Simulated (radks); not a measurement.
The chromium ion Cr2.9+, configuration [Ne] 3s2 3p(up 3, down 2.1) 3d4 (fractional occupations, a model configuration). All-electron calculation, scalar-relativistic Kohn-Sham, PBE, spin-polarised, spherical densities, finite nucleus; open shells are filled with parallel spins first; Fermi nuclear charge, rms radius 3.6452 fm. Program: a radial shooting solver on a logarithmic mesh with Libxc functionals.

Normalised radial functions P(r) = r R(r), r in bohr:

r,2p up,3p up
0.004343,0.0083,0.0031
0.005521,0.0130,0.0049
0.007019,0.0204,0.0076
0.008923,0.0319,0.0119
0.01134,0.0497,0.0186
0.01454,0.0780,0.0291
0.01848,0.1195,0.0446
0.02349,0.1810,0.0674
0.02986,0.2702,0.1005
0.03796,0.3959,0.1469
0.04826,0.5665,0.2093
0.06185,0.7951,0.2916
0.07862,1.0629,0.3851
0.09995,1.3571,0.4811
0.1271,1.6375,0.5579
0.1615,1.8430,0.5818
0.207,1.9029,0.5078
0.2631,1.7635,0.3064
0.3345,1.4369,-0.0252
0.4252,1.0004,-0.4379
0.5406,0.5757,-0.8301
0.6927,0.2542,-1.0828
0.8806,0.0857,-1.0946
1.119,0.0201,-0.8957
1.423,0.0030,-0.5920
1.809,0.0003,-0.3089
2.318,0.0000,-0.1178
2.947,0.0000,-0.0328
3.747,0.0000,-0.0059

2p up: eigenvalue -601.15 eV, 0 radial nodes, <r> = 0.260 bohr, 90 % of the charge inside 0.427 bohr. 3p up: eigenvalue -84.971 eV, 1 radial node at r = 0.329 bohr, <r> = 0.934 bohr, 90 % of the charge inside 1.43 bohr.
